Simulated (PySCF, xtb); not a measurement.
CCl₂, SMILES Cl[C]Cl (connectivity only; charge and spin as stated), neutral, multiplicity 1.

GFN2-xTB run with xtb at its own geometry gives an orbital gap of 1.83 eV and a dipole moment of 1.43 D.

Geometry optimised at PBE0-D3(BJ)/def2-TZVP. The isomer is the one that the SMILES or the coordinates give; other isomers of the formula were not compared.

### Question
What does HF/def2-TZVPD (PySCF) give? (Estimate from the structure and the level; the computed values follow.)

### Answer
gap 11.66 eV (levels -10.87 and 0.79 eV), dipole 0.97 D.
